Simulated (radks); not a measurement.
The rhenium ion Re+, [Xe] 4f14 5d5 6s1. Method: non-relativistic Kohn-Sham, exchange-only B88, spin-polarised, spherical densities, point nucleus; computed with a radial shooting solver on a logarithmic mesh with Libxc functionals. Every spin shell is full or empty, so the densities are truly spherical. Functionals are evaluated on that one density, not self-consistently. Rank these orbital-free kinetic functionals by their error against the exact value of the orbitals, and give that value: Thomas-Fermi, TF + vW, TF + vW/9, TF + vW/5, LC94, revAPBEK, Perdew 92, Thakkar, Pearson, LKT, PG1, DePristo-Kress, Ernzerhof.

Answer. Exact: 15784.8 hartree. From best to worst, with 100 (|E| - |E exact|)/|E exact| (equal figures are ties): LC94 -0.02, revAPBEK +0.16, DePristo-Kress -0.23, Ernzerhof -0.51, Perdew 92 -0.72, TF + vW/9 -0.73, Thakkar -0.79, Pearson -0.89, TF + vW/5 +2.49, Thomas-Fermi -4.75, PG1 +12.70, LKT +16.28, TF + vW +31.46.
